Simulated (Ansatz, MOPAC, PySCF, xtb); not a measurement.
Noncovalent pair: N2 (SMILES N#N) (first 2 atoms) with CH3Cl (SMILES CCl); geometry from B3LYP-D3(BJ)/def2-TZVP.
(charge 0, multiplicity 1):
```xyz
7

N      0.2185    -0.3765    -0.1640
N      1.1023     0.0834    -0.6076
C     -0.9522    -0.6640     3.0712
Cl     0.4335     0.4577     3.2801
H     -0.5651    -1.6308     2.7649
H     -1.4720    -0.7422     4.0212
H     -1.6069    -0.2587     2.3064
```

Counterpoise-corrected where a basis set is named; no monomer relaxation.

The state that AM1 reach isn't checked.

Programs: Ansatz (an electronic-structure program) with Gaussian orbitals; MOPAC for AM1 (differences of heats of formation); PySCF for the dispersion terms; xtb for the GFN methods. Each number belongs to the level named beside it.

Problem. One of these levels gives -2.5 kJ/mol for the interaction energy. Which one is it?
A) AM1
B) PBE-D4/def2-TZVPPD
C) HF/aug-cc-pV(D+d)Z
D) GFN1-xTB

Solution. D, GFN1-xTB. The others give -0.9 (AM1), 1.7 (HF/aug-cc-pV(D+d)Z), -4.0 (PBE-D4/def2-TZVPPD)
